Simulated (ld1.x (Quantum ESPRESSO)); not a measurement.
# Pseudopotential generation for H: PAW, PBE, non-relativistic.

Input for ld1.x (Quantum ESPRESSO) 7.5:

```
&input
   title='H', zed=1., rel=0, dft='PBE', iswitch=3,
   config='1s1 2p-2',
   nld=2, rlderiv=1.40, eminld=-2.0, emaxld=5.0, deld=0.02
 /
 &inputp
   pseudotype=3, lpaw=.true., tm=.true., lloc=-1, rcloc=1.10,
   nlcc=.false.,
   which_augfun='BG', rmatch_augfun=0.85,
   file_pseudopw='H.UPF', file_wfcaegen='ae.wfc', file_wfcncgen='nc.wfc', file_beta='beta', file_chi='chi', file_wfcusgen='us.wfc'
 /
3
1S  1  0   1.00   0.00  0.95  1.30  0.0
1S  1  0   0.00  -0.05  0.95  1.30  0.0
2P  2  1  -2.00   0.40  1.00  1.20  0.0
 &test
   configts(1)='1s1'
 /
```

Command:

```bash
ld1.x < H.in > H.out
```

Output (shortened: banner, matrices, multipoles, cross overlaps and the repeated all-electron block are left out):

```
Program LD1 v.7.5

     !!!!!!!!!!!!!!!!!!! WARNING !!!!!!!!!!!!!!!!!!!!!!!
     Message from routine ld1_readin:
     US requires at least two energies per channel 2P
     !!!!!!!!!!!!!!!!!!!!!!!!!!!!!!!!!!!!!!!!!!!!!!!!!!!
     --------------------------- All-electron run ----------------------------

     H

     atomic number is  1.00
     dft =PBE   lsd =0 sic =0 latt =0  beta=0.20 tr2=1.0E-14
     Exchange-correlation= PBE
                           (   1   4   3   4   0   0   0)
     mesh = 929 r(mesh) =  99.48432 a.u. xmin = -7.00 dx = 0.01250
     1 Ry =  13.60569312 eV

     n l     nl                  e(Ry)          e(Ha)          e(eV)
     1 0     1S 1( 1.00)        -0.4772        -0.2386        -6.4927

     final scf error:  5.2E-15 reached in  20 iterations

     Etot =      -0.917874 Ry,      -0.458937 Ha,     -12.488311 eV

     Ekin =       0.894488 Ry,       0.447244 Ha,      12.170134 eV
     Encl =      -1.889246 Ry,      -0.944623 Ha,     -25.704507 eV
     Eh   =       0.579617 Ry,       0.289809 Ha,       7.886098 eV
     Exc  =      -0.502733 Ry,      -0.251367 Ha,      -6.840036 eV

     normalization and overlap integrals

     s(1S/1S) =  1.000000  <r> =   1.6358  <r2> =    3.6635  r(max) =   1.0253

     ------------------------ End of All-electron run ------------------------

     --------------------- Generating PAW atomic setup --------------------

      Generating local potential from pseudized AE potential:
      Matching radius rcloc =   1.1000

      Local pseudo, rcloc= 1.105 Estimated cut-off energy=    18.83 Ry

      Computing core charge for PAW:
      Integrated core pseudo-charge :   0.00
      Wfc-us  1S rcutus= 1.284  Estimated cut-off energy=    27.49 Ry
      Wfc-us  1S rcutus= 1.284  Estimated cut-off energy=    28.83 Ry
      Wfc-us  2P rcutus= 1.191  Estimated cut-off energy=    48.60 Ry

     Required augmentation: BG   radius:    0.850000
     Message from routine us2paw:
     WARNING: using Bloechl style augmentation functions is not a good idea, as analytical overlap are not implemented in pwscf: use BESSEL or GAUSS instead.
     Message from routine us2paw:
     WARNING: using Bloechl style augmentation functions is not a good idea, as analytical overlap are not implemented in pwscf: use BESSEL or GAUSS instead.
     Message from routine us2paw:
     WARNING: using Bloechl style augmentation functions is not a good idea, as analytical overlap are not implemented in pwscf: use BESSEL or GAUSS instead.
     Message from routine us2paw:
     WARNING: using Bloechl style augmentation functions is not a good idea, as analytical overlap are not implemented in pwscf: use BESSEL or GAUSS instead.
     [... 1 repeated lines left out ...]
     WARNING: using Bloechl style augmentation functions is not a good idea, as analytical overlap are not implemented in pwscf: use BESSEL or GAUSS instead.
     [... 1 repeated lines left out ...]
     WARNING: using Bloechl style augmentation functions is not a good idea, as analytical overlap are not implemented in pwscf: use BESSEL or GAUSS instead.
     [... 1 repeated lines left out ...]
     WARNING: using Bloechl style augmentation functions is not a good idea, as analytical overlap are not implemented in pwscf: use BESSEL or GAUSS instead.
     [... 1 repeated lines left out ...]
     WARNING: using Bloechl style augmentation functions is not a good idea, as analytical overlap are not implemented in pwscf: use BESSEL or GAUSS instead.
     [... 1 repeated lines left out ...]
     WARNING: using Bloechl style augmentation functions is not a good idea, as analytical overlap are not implemented in pwscf: use BESSEL or GAUSS instead.
     [... 1 repeated lines left out ...]
     WARNING: using Bloechl style augmentation functions is not a good idea, as analytical overlap are not implemented in pwscf: use BESSEL or GAUSS instead.
     [... 1 repeated lines left out ...]
     WARNING: using Bloechl style augmentation functions is not a good idea, as analytical overlap are not implemented in pwscf: use BESSEL or GAUSS instead.
     [... 1 repeated lines left out ...]
     WARNING: using Bloechl style augmentation functions is not a good idea, as analytical overlap are not implemented in pwscf: use BESSEL or GAUSS instead.
     [... 1 repeated lines left out ...]
     WARNING: using Bloechl style augmentation functions is not a good idea, as analytical overlap are not implemented in pwscf: use BESSEL or GAUSS instead.
     [... 1 repeated lines left out ...]
     WARNING: using Bloechl style augmentation functions is not a good idea, as analytical overlap are not implemented in pwscf: use BESSEL or GAUSS instead.
     [... 1 repeated lines left out ...]
     WARNING: using Bloechl style augmentation functions is not a good idea, as analytical overlap are not implemented in pwscf: use BESSEL or GAUSS instead.
     [... 1 repeated lines left out ...]
     WARNING: using Bloechl style augmentation functions is not a good idea, as analytical overlap are not implemented in pwscf: use BESSEL or GAUSS instead.
     [... 1 repeated lines left out ...]
     WARNING: using Bloechl style augmentation functions is not a good idea, as analytical overlap are not implemented in pwscf: use BESSEL or GAUSS instead.
     [... 1 repeated lines left out ...]
     WARNING: using Bloechl style augmentation functions is not a good idea, as analytical overlap are not implemented in pwscf: use BESSEL or GAUSS instead.
     [... 1 repeated lines left out ...]
     WARNING: using Bloechl style augmentation functions is not a good idea, as analytical overlap are not implemented in pwscf: use BESSEL or GAUSS instead.
     [... 1 repeated lines left out ...]
     WARNING: using Bloechl style augmentation functions is not a good idea, as analytical overlap are not implemented in pwscf: use BESSEL or GAUSS instead.
     [... 1 repeated lines left out ...]
     WARNING: using Bloechl style augmentation functions is not a good idea, as analytical overlap are not implemented in pwscf: use BESSEL or GAUSS instead.
     [... 1 repeated lines left out ...]
     WARNING: using Bloechl style augmentation functions is not a good idea, as analytical overlap are not implemented in pwscf: use BESSEL or GAUSS instead.
     [... 1 repeated lines left out ...]
     WARNING: using Bloechl style augmentation functions is not a good idea, as analytical overlap are not implemented in pwscf: use BESSEL or GAUSS instead.
     Gaussians generated with zeta:    39.987024

     Estimated PAW energy =   -0.917874 Ryd

     ------------------- End of pseudopotential generation -------------------

     Computing logarithmic derivative in   1.39274
     Computing logarithmic derivative in   1.39274
     Computing the partial wave expansion
     R is outside the sphere for l=    0 j= 0.00
     R is outside the sphere for l=    0 j= 0.00
     R is outside the sphere for l=    1 j= 0.00

     ---------------------- Testing the pseudopotential ----------------------

     H

     atomic number is  1.00   valence charge is  1.00
     dft = SLA  PW   PBX  PBC   lsd =0 sic =0 latt =0  beta=0.20 tr2=1.0E-14
     mesh = 929 r(mesh) =  99.48432 xmin = -7.00 dx = 0.01250

     n l     nl             e AE (Ry)        e PS (Ry)    De AE-PS (Ry)
     1 0     1S   1( 1.00)       -0.47720       -0.47720        0.00000

     eps = 2.6E-21  iter =  1

     Etot =      -0.917874 Ry,      -0.458937 Ha,     -12.488311 eV
     Etotps =    -0.917874 Ry,      -0.458937 Ha,     -12.488311 eV

     Ekin =       0.894489 Ry,       0.447245 Ha,      12.170145 eV
     Encl =      -1.889247 Ry,      -0.944624 Ha,     -25.704518 eV
     Ehrt =       0.579617 Ry,       0.289809 Ha,       7.886098 eV
     Ecxc =      -0.502733 Ry,      -0.251367 Ha,      -6.840036 eV

     ---------------------- End of pseudopotential test ----------------------
```

Generation and configuration tests took about 0.47 s on one core of a shared server CPU.
